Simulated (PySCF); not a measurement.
Structure problem from calculated spectra and properties.

Formula: C6H9NO.

| Quantity | Value |
| --- | --- |
| Triplet | lowest triplet excitation (Tamm–Dancoff): 4.95 eV [TDA PBE0/def2-SVPD] |
| NMR, other nuclei | isotropic shieldings of nuclei other than C and H, by class: 114 (1 N), -92 (1 O) ppm [GIAO PBE0/pcSseg-1] |
| 13C NMR | chemical shifts (computed TMS as zero) by class: 160.9 (1 C), 61.1 (1 C), 23.8 (1 C), 13.7 (1 C), 9.9 (2 C) ppm [GIAO PBE0/pcSseg-1] |
| Polarisability | 77.1 au [PBE0/def2-SVPD] |
| UV, strongest line | among the 6 lowest singlet transitions: S5 at 6.77 eV (183 nm, f = 0.104) [TDDFT PBE0/def2-SVPD] |
| Dipole | 3.27 D [PBE0/def2-SVPD] |
| Rotational structure | rotational constants A, B, C: 3.516, 1.880, 1.355 GHz [GFN2-xTB] |

Gas-phase values; electronic properties from PySCF, density fitting. Levels stand in brackets. The structure is a single GFN2-xTB conformer in the gas phase; no vibrational or solvent corrections. NMR classes are plain means over equivalent atoms (diastereotopic ones count apart unless rotation or inversion swaps them), as if these changed places fast.

Question: Propose a structure and show how it fits.

Answer: Numbering: `[CH3:1][C@:2]1([NH:3][CH:4]=[O:5])[C@@H:6]2[CH2:7][C@H:8]12`. Its formula, C6H9NO, gives 3 degrees of unsaturation: 2 rings and 1 π bond in the structure found. 6 carbons fall into 5 classes; from least to most shielded: amide carbonyl carbon [C4] (160.9 ppm), ring sp3 carbon bound to nitrogen [C2] (61.1 ppm), three-membered-ring carbon [C7] (23.8 ppm), methyl carbon [C1] (13.7 ppm), sp3 carbon at a ring junction [C6/C8] (9.9 ppm, 2 C). The other shieldings belong to: 114 ppm, amide nitrogen [N3]; -92 ppm, amide oxygen [O5]. By its constants the optimised geometry is an asymmetric top. Structure: `C[C@]1(NC=O)[C@@H]2C[C@@H]21`. Computed isomers that give other values at the same levels: `C=CC/C=C/NC=O` (rotational constant A: 8.764 GHz; this holds for the one conformer computed); `CCOC/C=C\C#N` (13C chemical shifts (computed TMS as zero) by class: 167.8 (1 C), 120.0 (1 C), 107.7 (1 C), 74.8 (1 C), 70.3 (1 C), 18.0 (1 C) ppm); `C=C/C=C/NC(C)=O` (13C chemical shifts (computed TMS as zero) by class: 166.8 (1 C), 143.0 (1 C), 133.9 (1 C), 119.2 (1 C), 116.5 (1 C), 24.5 (1 C) ppm). The assignments are read from this structure; whether some other isomer fits the data as well wasn't checked.

The values belong to the conformer `[CH3:1][C@:2]1([NH:3][CH:4]=[O:5])[C@@H:6]2[CH2:7][C@H:8]12`: C1–C2–N3–C4 173°, C2–N3–C4–O5 -2°.
